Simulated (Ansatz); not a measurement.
H₇NOSiSn (`N[SiH](O)[SnH3]`), relaxed with RKS PBE0-D4/def2-TZVP in the Gaussian-basis code of Ansatz from a PBE-D4/def2-SVP geometry. The force threshold is 0.005 eV/Å; the program also tests the step.

The species carries charge 0 and has multiplicity 1. Sn: def2 effective core potential.

Start:

```xyz
11

N     0.891   -1.707    0.205
Si    0.796    0.016    0.332
O     0.593    0.503    1.940
Sn   -1.252    0.780   -1.056
H     1.775   -2.175    0.421
H     0.098   -2.280    0.502
H     2.090    0.542   -0.237
H     0.337    1.435    2.058
H    -0.971    0.714   -2.763
H    -1.738    2.404   -0.681
H    -2.620   -0.232   -0.721
```

| step | energy (eV) | largest force (eV/Å) | largest move (Å) |
| --- | --- | --- | --- |
| 1 | -17356.7241 | 0.951 | 0.000 |
| 2 | -17356.7651 | 0.590 | 0.057 |
| 3 | -17356.7781 | 0.311 | 0.046 |
| 4 | -17356.7830 | 0.101 | 0.026 |
| 5 | -17356.7847 | 0.200 | 0.063 |
| 6 | -17356.7860 | 0.017 | 0.012 |
| 7 | -17356.7861 | 0.023 | 0.007 |
| 8 | -17356.7863 | 0.006 | 0.023 |
| 9 | -17356.7864 | 0.025 | 0.056 |
| 10 | -17356.7864 | 0.038 | 0.026 |
| 11 | -17356.7866 | 0.012 | 0.018 |
| 12 | -17356.7866 | 0.011 | 0.003 |
| 13 | -17356.7866 | 0.011 | 0.006 |
| 14 | -17356.7866 | 0.007 | 0.015 |
| 15 | -17356.7866 | 0.007 | 0.003 |
| 16 | -17356.7866 | 0.005 | 0.004 |
| 17 | -17356.7866 | 0.004 | 0.002 |

End:

```xyz
11

N     0.862   -1.693    0.263
Si    0.777    0.008    0.329
O     0.629    0.547    1.887
Sn   -1.258    0.758   -1.052
H     1.723   -2.171    0.477
H     0.061   -2.264    0.474
H     2.050    0.512   -0.256
H     0.455    1.480    2.022
H    -0.923    0.821   -2.727
H    -1.800    2.316   -0.585
H    -2.576   -0.313   -0.832
```

Run time 59 s (4 threads of an Arm Neoverse V1 on a shared host); peak host memory 0.51 GiB.
